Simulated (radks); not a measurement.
Spherical quantum dot in the effective-mass picture: electrons in a hard-walled sphere of radius 1.78, all in effective atomic units (hartree* = m*/eps^2 hartree, bohr* = eps/m* bohr), one dielectric constant everywhere. Calculated with a radial shooting solver with Libxc functionals: non-relativistic Kohn-Sham, PBEsol, spin-polarised, spherical densities. Levels are named by radial order and angular momentum (1s, 1p, 1d, 2s, ...), and open shells are averaged over m. Results are scaled to m* = 0.105 and eps = 5.3, for which hartree* = 101.7 meV and bohr* = 2.671 nm.

N = 20, configuration 1s2 1p6 1d10 2s(up 1, down 0) 1f(up 1, down 0). This is the lowest configuration that the search found. Occupied and some empty levels:

level,occupation,eigenvalue (meV),<r> (nm)
1s up,1,1699.5,2.887
1s down,1,1706.9,2.909
1p up,3,1808.2,3.125
1p down,3,1813.3,3.128
1d up,5,1975.3,3.289
1d down,5,1980.0,3.289
1f up,1,2193.1,3.414
2s up,1,2194.1,2.197
1f down,0,2197.9,3.412
2s down,0,2219.9,2.219
1g up,0,2457.6,3.513
1g down,0,2462.5,3.511
2p up,0,2497.4,2.503
2p down,0,2511.5,2.520
2d up,0,2846.4,2.713
2d down,0,2854.7,2.723

Energy (meV): total 23362.7, kinetic 9511.1, external 0, Hartree 15616, exchange-correlation -1764.1.
